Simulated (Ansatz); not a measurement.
`C[SiH](N)Br` → CH₃NH₂ + `[SiH]Br` at 400 K and 1 bar (silylene formation by 1,1-elimination).

Isolated molecules relaxed with PBE0-D4/def2-TZVP in Ansatz; ΔE leaves out vibrations. CBS: MP2 limit from def2 TZ/QZ plus the TZ coupled-cluster correction, frozen cores. For Br outer-core shells are correlated without core-valence functions, which leaves a few kJ/mol of doubt a bond. Scalar relativity is left out up to krypton. Each species was taken in one conformer, which may not be the lowest.

```json
{"species": "`C[SiH](N)Br`", "CCSD(T)/CBS energy (Eh)": "-2958.86440", "H − E (kJ/mol)": "224.2", "S (J/(mol·K))": "376.2"}
{"species": "CH₃NH₂", "CCSD(T)/CBS energy (Eh)": "-95.75281", "H − E (kJ/mol)": "185.4", "S (J/(mol·K))": "256.0"}
{"species": "`[SiH]Br`", "CCSD(T)/CBS energy (Eh)": "-2862.97869", "H − E (kJ/mol)": "34.6", "S (J/(mol·K))": "275.9"}
```

H − E and S are ideal-gas, rigid-rotor, harmonic terms from PBE0-D4/def2-TZVP, for one conformer and one mirror image of each species. 1 Eh = 2625.50 kJ/mol, R = 8.31446 J/(mol·K).

Question: By hand: ΔE, ΔH, ΔS and ΔG.

Answer: ΔE = (-95.75281) + (-2862.97869) − (-2958.86440) = 0.13290 Eh = 348.9 kJ/mol. Δ(H − E) = 185.4 + 34.6 − 224.2 = -4.2, so ΔH = 344.7 kJ/mol. ΔS = 256.0 + 275.9 − 376.2 = 155.7 J/(mol·K). ΔG = 344.7 − 400 × (155.7)/1000 = 282.4 kJ/mol.

Question: By hand: the equilibrium constant, and the temperature at which ΔG would vanish if ΔH and ΔS stayed fixed.

Answer: log₁₀ K = −ΔG/(RT ln 10) = -36.9. ΔG = 0 at ΔH/ΔS = 2214 K.

The number of gas molecules changes by +1, which sets the sign of ΔS. A doubt of 5 kJ/mol in ΔE shifts log₁₀ K by 0.7 here. Other conformers and mirror images would add mixing entropy, several J/(mol·K) or more a flexible species. These are equilibria of isolated gas molecules and say nothing of rates. Largest T1 diagnostic: 0.011 (customary marks: 0.02 for closed shells, 0.045 for open ones).
